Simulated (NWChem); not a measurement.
Species: CH$_{4}$BeSSe; SMILES C[S][Be][SeH]

```xyz
8

Be     0.2877     0.2827     0.0398
S      0.7495     2.1236     0.0062
C     -0.8905     2.9438    -0.0146
H     -1.4341     2.7281    -0.9436
H     -0.7007     4.0241     0.0373
H     -1.5001     2.6542     0.8510
Se    -0.1743    -1.6945     0.1230
H     -0.1854    -1.7775    -1.3486
```
Atoms are numbered in this order, from 1.

Results from NWChem. The geometry was optimised at PBE0/def2-SVP. Level: PBE0/def2-SVPD; rows give the wavelength of the field.

**Question.** Among these, which field gives the highest value of “anisotropy (bohr³)”?
(A) 1065 nm
(B) static
(C) 589 nm

**Answer.** C, 589 nm. Values: static 37.3; 1065 nm 38.6; 589 nm 42.0
